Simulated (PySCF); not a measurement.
Run record for `C=C(F)S(C)(=O)=O`: PBE0/def2-SVPD, grid level 1, fitting basis def2-universal-jkfit, full TDDFT, 12 singlets.

Method: TDDFT PBE0/def2-SVPD, vertical, gas phase, core orbitals frozen in the response (PySCF 2.14.0, density-fitted response routines). Geometry: GFN2-xTB. The command runs a driver script over a list of jobs; the input below is this job's line of settings and its coordinates in Å.

Command:
```bash
OMP_NUM_THREADS=1 python probes_run.py task.json out
```

Input:
```
{"job": {"kind": "uv", "xc": "PBE0", "basis": "def2-SVPD", "nstates": 12, "ntriplets": 2, "tda": false, "scf": {"aux": "def2-universal-jkfit"}, "grid": 1}, "charge": 0, "multiplicity": 1}
C      2.102769    -0.171241    -0.526607
C      0.988499    -0.496882     0.084649
F      0.673600    -1.737514     0.481652
S     -0.321456     0.686943     0.519765
C     -1.816831    -0.122690    -0.099639
O     -0.387942     0.782830     1.947756
O     -0.069273     1.882003    -0.233059
H      2.877186    -0.882905    -0.759198
H      2.238193     0.857195    -0.806896
H     -2.656855     0.522081     0.127054
H     -1.707485    -0.247119    -1.169228
H     -1.919207    -1.073386     0.407724
```

Task: Predict the output.

Result: 
```
final grid: 49880 points
cycle   1  E = -764.5404759233  dE =  1.653e+00  |g| = 1.167e+00  |ddm| = 4.980e+00
cycle   2  E = -763.6621752036  dE =  8.783e-01  |g| = 2.431e+00  |ddm| = 4.080e+00
cycle   3  E = -764.7989025292  dE = -1.137e+00  |g| = 1.701e-01  |ddm| = 3.097e+00
cycle   4  E = -764.8039253364  dE = -5.023e-03  |g| = 9.745e-02  |ddm| = 3.600e-01
cycle   5  E = -764.8057626381  dE = -1.837e-03  |g| = 2.605e-02  |ddm| = 1.211e-01
cycle   6  E = -764.8059055047  dE = -1.429e-04  |g| = 5.765e-03  |ddm| = 3.717e-02
cycle   7  E = -764.8059125448  dE = -7.040e-06  |g| = 1.854e-03  |ddm| = 9.977e-03
cycle   8  E = -764.8059132717  dE = -7.270e-07  |g| = 7.176e-04  |ddm| = 2.955e-03
cycle   9  E = -764.8059133623  dE = -9.063e-08  |g| = 2.623e-04  |ddm| = 9.906e-04
cycle  10  E = -764.8059133749  dE = -1.257e-08  |g| = 9.108e-05  |ddm| = 3.453e-04
cycle  11  E = -764.8059133765  dE = -1.545e-09  |g| = 3.072e-05  |ddm| = 1.161e-04
cycle  12  E = -764.8059133767  dE = -2.144e-10  |g| = 4.859e-06  |ddm| = 4.272e-05
converged SCF energy = -764.8059133767

Static polarisability (au): isotropic 64.271, principal 54.954 59.483 78.376

Singlet excitations
state   eV       nm        f      main configurations
  1   6.3262    196.0   0.00175   H-1->L 0.88, H->L 0.09
  2   6.6603    186.2   0.05015   H->L 0.45, H-2->L 0.42, H-1->L 0.09
  3   7.1004    174.6   0.13132   H-2->L 0.45, H-3->L 0.26, H->L 0.24
  4   7.5352    164.5   0.06035   H-3->L 0.56, H-4->L 0.19, H->L 0.10
  5   7.5953    163.2   0.05546   H-4->L 0.77, H-3->L 0.11
  6   7.7804    159.4   0.00847   H->L+1 0.79, H->L+3 0.08
  7   7.9086    156.8   0.11137   H->L+2 0.67, H->L+1 0.12
  8   8.0988    153.1   0.01841   H-1->L+1 0.73, H-1->L+2 0.17
  9   8.2299    150.7   0.07197   H-1->L+2 0.56, H-1->L+1 0.23, H-1->L+3 0.14
 10   8.3962    147.7   0.02050   H-2->L+1 0.77, H->L+3 0.12
 11   8.5334    145.3   0.00196   H-2->L+2 0.53, H->L+3 0.21
 12   8.6108    144.0   0.00326   H->L+3 0.42, H-2->L+2 0.23, H-2->L+1 0.15

Triplet excitations (Tamm-Dancoff, eV): 4.3140 5.9695
```

H and L stand for HOMO and LUMO; the number after each pair is its weight.

Task: Give the mean polarisability as a volume in Å³, and the ratio of the largest to the smallest principal value.

Result: 64.271 au × 0.148185 = 9.52 Å³; 78.376/54.954 = 1.43.

Task: How does the lowest singlet excitation compare with the HOMO–LUMO gap?

Result: HOMO -8.62 eV and LUMO -1.12 eV give a gap of 7.50 eV; S1 at 6.33 eV lies 1.17 eV below it.

In short: SCF converged in 12 cycles with 196 basis and 674 fitting functions; HOMO -8.62 eV, LUMO -1.12 eV; lowest singlet 6.33 eV; lowest triplet 4.31 eV (Tamm–Dancoff); mean polarisability 64.3 au.

The run took 23 s on an Arm Neoverse V2 with one thread, on a shared host, and the process peaked at 0.78 GiB of memory.

Shape of the structure used: `[CH2:1]=[C:2]([F:3])[S:4]([CH3:5])(=[O:6])=[O:7]`: C1–C2–S4–C5 131°.

One conformer stands for the species.
